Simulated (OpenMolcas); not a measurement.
**Cu IV: Racah parameters, worked from levels**

- Program: OpenMolcas
- Basis: ANO-RCC-VDZP [5s4p2d1f]
- Scalar Hamiltonian: DKH2, point nucleus
- Active space: 8 electrons in 5 orbitals (3d)
- State averaging: 2S+1 = 3 even, 10 roots; 2S+1 = 1 even, 15 roots
- Spin-orbit coupling: state interaction with AMFI integrals over the reference wave functions, term energies averaged over their components

Methods: CASSCF; SS-CASPT2, IPEA 0.25 Eh, imaginary shift 0.1 Eh (closed shells correlated: 3s 3p). Measured levels: Sugar and Musgrove, J. Phys. Chem. Ref. Data 19, 527 (1990).

**Racah parameters.** Above ³F, d8 has ³P at 15B, ¹G at 12B + 2C and ¹D at 5B + 2C. The first two fix B and C, and the third tests them; where it misses by thousands of cm-1, two parameters do not describe the configuration (Trees and configuration-interaction terms are left out) and B and C hang on the terms chosen. Term energies are centres of gravity, weighted by 2J + 1.

| Source | ³P | ¹G | B | C | C/B | ¹D from B, C | ¹D found |
| --- | --- | --- | --- | --- | --- | --- | --- |
| CASSCF | 22337 | 28528 | 1489 | 5329 | 3.58 | 18103 | 17876 |
| SS-CASPT2 | 19804 | 26653 | 1320 | 5405 | 4.09 | 17410 | 14678 |
| measured | 18557 | 25560 | 1237 | 5357 | 4.33 | 16899 | 14895 |

Energies in cm-1. From CASSCF to SS-CASPT2, B changes by -11.3 % and C by +1.4 %. Against the measured terms, SS-CASPT2 has B off by +6.7 % and C by +0.9 %.

CASPT2 breaks the degeneracy within a term, and the mean is taken; among the terms shown or strongly mixed into the levels shown the widest spread is 950 cm-1 (3d⁸ ³F, SS-CASPT2). The basis is small and was not contracted for so high a charge. Without dynamic correlation excited terms often stand tens of per cent too high (terms of higher spin than the ground term too low), and those without a measured partner can miss by more than the paired ones (holds for CASSCF). Some levels mix across a computed gap that differs much from the measured one, so their mixing is not that of the real levels (holds for SS-CASPT2). Computed and measured levels are paired by configuration, term and J; levels that our copy of the source lacks, or whose pairing is in doubt (as where it misses far off the trend of its configuration), stay unpaired and out of the deviations. Levels of configurations outside the active space are missing.
